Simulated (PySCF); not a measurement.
1-(hydroxymethyl)cyclopropan-1-ol (C₄H₈O₂), SMILES OCC1(O)CC1. Geometry: B3LYP-D3(BJ)/def2-SVP. One conformer was computed; it need not be the lowest.

Computed with B3LYP-D3(BJ)/def2-SVP in PySCF.

Harmonic wavenumbers (cm⁻¹): 100, 152, 228, 342, 352, 429, 483, 546, 755, 775, 900, 910, 927, 985, 1024, 1045, 1068, 1096, 1171, 1184, 1290, 1324, 1352, 1382, 1419, 1424, 1472, 1498, 2985, 3092, 3120, 3125, 3214, 3226, 3797, 3807. Rotational constants (GHz): 5.944, 2.819, 2.421; symmetry number 1.

Question: Work out the zero-point energy and the ideal-gas rigid-rotor harmonic-oscillator thermochemistry at 298.15 K and 1 atm.

Answer: ZPE = ½ Σ hcν = ½ × 51997 cm⁻¹ = 311.01 kJ/mol. H − E(el) = 331.23 kJ/mol. Entropy in J/(mol K): translation 164.60, rotation 110.77, vibration 58.55, total 333.92. G − E(el) = 231.67 kJ/mol. Cp = 110.73 J/(mol K). Modes under 150 cm⁻¹ make the vibrational entropy uncertain.
